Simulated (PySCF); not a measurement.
Ga(H)2(SH) (GaH3S), SMILES [SH][GaH2].

Geometry optimised at ωB97X-D3(BJ)/def2-TZVP.

Level of theory: PySCF with PBE0/def2-TZVPD.

Symmetry labels are those of the subgroup Cs that the program uses (full group Cs).

Task: List the valence orbital energies around the gap with their symmetry. (An estimate is asked for; the answer gives what the named calculation found.)

Result: 
```
orbital  symmetry  energy (eV)
-------  --------  -----------
HOMO−7         A'       -23.54
HOMO−6         A'       -23.49
HOMO−5         A'       -20.08
HOMO−4         A'       -12.87
HOMO−3         A'       -11.23
HOMO−2         A'        -8.97
HOMO−1         A'        -8.57
HOMO           A"        -7.77
LUMO           A"        -1.53
LUMO+1         A'        -0.06
LUMO+2         A'         0.08
LUMO+3         A'         0.73
```
